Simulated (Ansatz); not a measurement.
The cluster SnBr2⁺. The state is a doublet with charge 1. Geometry r2SCAN-D4/def2-TZVP, that of the neutral singlet; atoms count from 1.

Cartesian coordinates in Å:
```
Sn 0.857 -0.317 -0.593
Br -0.225 1.950 -0.369
Br -0.632 -1.633 0.962
```

In the def2 sets Sn takes a core potential; there is no spin–orbit coupling. The structure comes from a short search, and lower isomers may exist.

Problem. Estimate the Mulliken populations from the PBE0/def2-TZVP orbitals of Ansatz.

Solution. 
```json
{"atom": "Sn1", "charge (e)": "1.01", "spin (α − β)": "0.29"}
{"atom": "Br2", "charge (e)": "-0.01", "spin (α − β)": "0.35"}
{"atom": "Br3", "charge (e)": "-0.01", "spin (α − β)": "0.35"}
```
Mulliken values and Mayer orders depend strongly on the basis.

Problem. Where does the spin sit?

Solution. Summed by element: Sn 0.29, Br 0.71, of 1 unpaired in all. Largest on single atoms: Br2 0.35, Br3 0.35, Sn1 0.29.

Problem. And the Mayer bond orders between bonded heavy atoms (over 0.3)?

Solution. Sn1–Br2 1.17 (2.52 Å); Sn1–Br3 1.17 (2.52 Å).
